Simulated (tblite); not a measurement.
Record of a relaxation.

Species: C₇H₁₃NSi.
Numbering: `[CH3:1][C:2]#[C:3][C@H:4]1[CH2:5][CH2:6][N:7]([SiH3:8])[CH2:9]1` (hydrogens: H10, H11, H12 on C1; H13 on C4; H14, H15 on C5; H16, H17 on C6; H18, H19, H20 on Si8; H21, H22 on C9)

Computed with GFN2-xTB (tblite), gas phase: L-BFGS steps from a force-field or distance-geometry start until the largest atomic force falls under 0.01 eV/Å. 6 of its 141 geometries are shown.

Step 0: E = -713.6146 eV, largest atomic force 2.391 eV/Å
```
atom  x, y, z in Å  |  force x, y, z in eV/Å
C1      4.031    0.197   -1.122   -0.798   0.141   0.430
C2      2.728   -0.002   -0.426    2.164   0.363  -0.950
C3      1.707   -0.164    0.161   -0.961  -0.151   0.833
C4      0.435   -0.320    0.866    1.833  -0.680   1.020
C5     -0.182    1.035    1.223    0.759   0.747  -0.603
C6     -1.388    1.016    0.293    0.472   0.378   0.413
N7     -1.772   -0.367    0.446   -1.267  -0.260  -1.394
Si8    -3.286   -0.815   -0.257   -1.192   0.046   0.420
C9     -0.581   -1.026   -0.019    0.129  -0.373   1.230
H10     3.879   -0.059   -2.182    0.268   0.142   0.394
H11     4.814   -0.433   -0.673   -0.418   0.073  -0.213
H12     4.368    1.251   -1.018   -0.369  -0.592  -0.153
H13     0.618   -0.921    1.806   -0.088   0.461  -0.804
H14     0.567    1.812    0.928   -0.750  -0.195   0.649
H15    -0.508    1.104    2.265    0.315   0.065  -0.259
H16    -2.158    1.730    0.583   -0.014  -0.179  -0.209
H17    -1.000    1.181   -0.734   -0.487   0.365   0.194
H18    -3.231   -1.621   -1.476    0.131  -0.031   0.008
H19    -4.120   -1.500    0.779    0.478   0.096  -0.294
H20    -4.030    0.429   -0.584    0.201  -0.248  -0.003
H21    -0.357   -0.814   -1.061   -0.040  -0.193  -0.382
H22    -0.547   -2.095    0.202   -0.366   0.025  -0.326
```

Step 28: E = -714.1763 eV, largest atomic force 0.074 eV/Å
```
atom  x, y, z in Å  |  force x, y, z in eV/Å
C1      4.021    0.183   -1.113   -0.019  -0.001   0.009
C2      2.774   -0.020   -0.406   -0.009   0.011   0.007
C3      1.745   -0.182    0.186    0.002   0.015  -0.016
C4      0.478   -0.333    0.875    0.008  -0.054  -0.017
C5     -0.159    1.039    1.200    0.026  -0.034  -0.002
C6     -1.364    1.125    0.262    0.000  -0.004  -0.016
N7     -1.765   -0.246    0.064   -0.030  -0.019  -0.003
Si8    -3.333   -0.818   -0.304   -0.003  -0.018  -0.041
C9     -0.571   -1.051   -0.011   -0.009   0.000   0.018
H10     3.892   -0.062   -2.167    0.029   0.005   0.016
H11     4.801   -0.452   -0.691   -0.015   0.012  -0.018
H12     4.327    1.226   -1.025    0.012  -0.030  -0.016
H13     0.647   -0.907    1.793   -0.009   0.058  -0.011
H14     0.544    1.854    1.031   -0.009  -0.009   0.017
H15    -0.479    1.067    2.241   -0.038  -0.014   0.009
H16    -2.187    1.701    0.682   -0.001   0.026   0.014
H17    -1.067    1.591   -0.688    0.054   0.005  -0.051
H18    -3.311   -1.684   -1.490    0.009   0.016   0.005
H19    -3.868   -1.591    0.824   -0.004  -0.046   0.043
H20    -4.154    0.363   -0.558   -0.017   0.024   0.024
H21    -0.204   -1.121   -1.046    0.026   0.035   0.030
H22    -0.777   -2.065    0.339   -0.002   0.022  -0.006
```

Step 56: E = -714.2058 eV, largest atomic force 0.069 eV/Å
```
atom  x, y, z in Å  |  force x, y, z in eV/Å
C1      4.012    0.167   -1.115   -0.011   0.007   0.021
C2      2.761    0.010   -0.403   -0.035   0.015  -0.009
C3      1.726   -0.113    0.190    0.007   0.021   0.020
C4      0.465   -0.301    0.886   -0.005  -0.062  -0.030
C5     -0.237    1.029    1.232    0.046  -0.009  -0.028
C6     -1.302    1.147    0.142    0.002  -0.006  -0.002
N7     -1.742   -0.212   -0.043    0.016  -0.026   0.003
Si8    -3.324   -0.822   -0.251    0.013   0.012  -0.005
C9     -0.560   -1.037   -0.021   -0.013  -0.044  -0.010
H10     3.883   -0.092   -2.166   -0.015   0.008   0.019
H11     4.772   -0.483   -0.683   -0.004  -0.012   0.007
H12     4.355    1.200   -1.045   -0.007   0.008  -0.008
H13     0.661   -0.879    1.795   -0.013   0.005  -0.008
H14     0.452    1.869    1.232    0.043   0.030   0.009
H15    -0.707    0.953    2.214   -0.019   0.017  -0.043
H16    -2.132    1.796    0.415   -0.029   0.000   0.027
H17    -0.841    1.534   -0.779   -0.006  -0.004  -0.012
H18    -3.462   -1.526   -1.536    0.000   0.016   0.001
H19    -3.639   -1.779    0.822    0.015   0.003  -0.009
H20    -4.210    0.339   -0.204    0.025   0.003   0.018
H21    -0.143   -1.149   -1.033    0.010   0.026   0.011
H22    -0.797   -2.034    0.350   -0.020  -0.007   0.029
```

Step 84: E = -714.2173 eV, largest atomic force 0.062 eV/Å
```
atom  x, y, z in Å  |  force x, y, z in eV/Å
C1      3.983    0.211   -1.091    0.030  -0.001   0.003
C2      2.742    0.015   -0.372    0.010  -0.010  -0.026
C3      1.723   -0.167    0.233    0.029   0.005   0.005
C4      0.456   -0.336    0.916    0.000   0.005  -0.020
C5     -0.214    1.030    1.180    0.013  -0.007   0.008
C6     -1.262    1.113    0.069    0.019   0.008   0.009
N7     -1.728   -0.245   -0.043   -0.023   0.025   0.027
Si8    -3.330   -0.798   -0.243   -0.017  -0.018   0.057
C9     -0.560   -1.086    0.013   -0.046   0.006  -0.004
H10     3.851   -0.038   -2.144   -0.014   0.000   0.012
H11     4.761   -0.427   -0.673    0.015  -0.018   0.004
H12     4.302    1.250   -1.012   -0.012   0.013   0.001
H13     0.624   -0.880    1.850   -0.008   0.017  -0.003
H14     0.508    1.845    1.144   -0.027   0.009  -0.015
H15    -0.702    1.033    2.155   -0.016  -0.024  -0.014
H16    -2.085    1.790    0.295    0.021  -0.009   0.004
H17    -0.779    1.436   -0.865   -0.023   0.021  -0.010
H18    -3.627   -1.283   -1.601    0.016   0.016  -0.022
H19    -3.548   -1.910    0.693    0.018   0.008  -0.029
H20    -4.175    0.350    0.079    0.000  -0.002  -0.013
H21    -0.123   -1.219   -0.989   -0.020  -0.027   0.022
H22    -0.827   -2.068    0.404    0.033  -0.019   0.004
```

Step 112: E = -714.2291 eV, largest atomic force 0.066 eV/Å
```
atom  x, y, z in Å  |  force x, y, z in eV/Å
C1      4.016    0.206   -1.088    0.004  -0.003  -0.006
C2      2.757    0.003   -0.404   -0.058  -0.010   0.023
C3      1.721   -0.169    0.174    0.062  -0.003  -0.022
C4      0.474   -0.316    0.900   -0.002  -0.002   0.010
C5     -0.187    1.058    1.143   -0.009   0.010  -0.007
C6     -1.297    1.093    0.095   -0.008   0.012  -0.001
N7     -1.763   -0.270    0.078    0.002   0.007   0.006
Si8    -3.349   -0.794   -0.281   -0.001  -0.013   0.011
C9     -0.591   -1.109    0.098    0.014   0.009   0.003
H10     3.915   -0.035   -2.146   -0.003   0.001   0.000
H11     4.785   -0.432   -0.652   -0.002  -0.004  -0.006
H12     4.326    1.246   -0.991    0.001  -0.007  -0.012
H13     0.691   -0.815    1.849   -0.019  -0.003   0.019
H14     0.521    1.878    1.034    0.004   0.001   0.011
H15    -0.624    1.092    2.142    0.007   0.006   0.000
H16    -2.107    1.776    0.348   -0.009  -0.003   0.002
H17    -0.882    1.386   -0.882    0.001  -0.005   0.005
H18    -3.621   -1.049   -1.706    0.000   0.014  -0.014
H19    -3.540   -2.047    0.453    0.011   0.002   0.000
H20    -4.212    0.286    0.197   -0.012  -0.016  -0.013
H21    -0.218   -1.300   -0.919    0.009   0.003   0.000
H22    -0.828   -2.070    0.558    0.007   0.003  -0.010
```

Step 140: E = -714.2368 eV, largest atomic force 0.009 eV/Å
```
atom  x, y, z in Å  |  force x, y, z in eV/Å
C1      3.989    0.129   -1.125   -0.001   0.000   0.002
C2      2.749   -0.014   -0.391    0.005   0.003  -0.004
C3      1.732   -0.136    0.230   -0.004   0.001   0.002
C4      0.478   -0.260    0.948    0.003  -0.001   0.001
C5     -0.196    1.113    1.167    0.001  -0.001  -0.001
C6     -1.341    1.109    0.155   -0.003  -0.002  -0.002
N7     -1.765   -0.269    0.144    0.000   0.004   0.002
Si8    -3.306   -0.829   -0.340    0.001   0.003   0.000
C9     -0.563   -1.066    0.129    0.000   0.003   0.002
H10     3.837   -0.134   -2.171   -0.001   0.001   0.004
H11     4.751   -0.526   -0.703   -0.001   0.001  -0.001
H12     4.339    1.160   -1.067    0.004  -0.003  -0.003
H13     0.672   -0.747    1.908    0.000  -0.002   0.001
H14     0.497    1.938    1.009    0.007   0.001  -0.006
H15    -0.596    1.177    2.178   -0.005  -0.005   0.006
H16    -2.168    1.760    0.438   -0.001   0.002   0.003
H17    -0.970    1.423   -0.833   -0.001  -0.005   0.001
H18    -3.511   -0.933   -1.797   -0.007  -0.005  -0.003
H19    -3.440   -2.161    0.251    0.005  -0.001  -0.001
H20    -4.252    0.142    0.207   -0.001   0.002  -0.002
H21    -0.186   -1.208   -0.895   -0.001   0.001   0.000
H22    -0.761   -2.050    0.557    0.000   0.003  -0.001
```

**Question.** Summarise the path.

**Answer.** The energy falls by 14.35 kcal/mol from step 0 to step 140; nine tenths of that is first reached at step 26. It falls at every step. The largest force goes from 2.391 to 0.009 eV/Å. Among the bonds C1–C2 changes most, from 1.490 to 1.448 Å; the atoms move by 0.392 Å rms after alignment.

**Question.** Follow the three bonds and two angles with the largest change from start to end.

**Answer.** 
```
step  E above end (kcal/mol)  largest force (eV/Å)  C1–C2 (Å)  C4–H13 (Å)  Si8–H19 (Å)  C6–N7–Si8 (°)  H19–Si8–H20 (°)
   0                   14.35                 2.391      1.490       1.131        1.496          116.0            104.9
   6                    4.74                 0.449      1.441       1.098        1.466          121.4            110.4
  12                    2.66                 0.359      1.447       1.097        1.464          122.8            111.0
  18                    1.63                 0.126      1.451       1.094        1.471          126.2            110.6
  24                    1.46                 0.057      1.447       1.093        1.472          126.6            110.3
  30                    1.35                 0.074      1.447       1.095        1.470          127.3            111.3
  37                    1.13                 0.105      1.449       1.095        1.470          129.5            112.5
  43                    0.96                 0.053      1.447       1.094        1.474          130.2            111.1
  49                    0.86                 0.097      1.447       1.094        1.471          130.2            111.1
  55                    0.73                 0.076      1.448       1.095        1.472          129.6            111.4
  61                    0.65                 0.047      1.448       1.094        1.471          128.7            111.4
  67                    0.61                 0.035      1.448       1.094        1.470          128.4            111.7
  73                    0.57                 0.034      1.447       1.094        1.470          128.4            112.0
  79                    0.51                 0.049      1.448       1.094        1.469          128.7            111.8
  85                    0.44                 0.091      1.447       1.094        1.468          128.1            111.7
  91                    0.37                 0.035      1.447       1.093        1.466          128.3            112.7
  97                    0.34                 0.044      1.448       1.094        1.467          128.3            112.8
 103                    0.27                 0.054      1.449       1.093        1.467          127.3            112.6
 110                    0.20                 0.052      1.448       1.094        1.464          126.8            113.0
 116                    0.16                 0.069      1.447       1.094        1.464          126.4            113.1
 122                    0.14                 0.033      1.448       1.093        1.464          125.9            112.8
 128                    0.06                 0.069      1.448       1.096        1.462          125.5            113.0
 134                    0.01                 0.024      1.448       1.094        1.462          125.4            113.1
 140                    0.00                 0.009      1.448       1.094        1.463          125.5            113.2
```

What follows is the cost of the whole relaxation. Hardware: Intel Xeon Platinum 8488C, one thread, no GPU, shared host. Cost: 1.2 s of wall time.
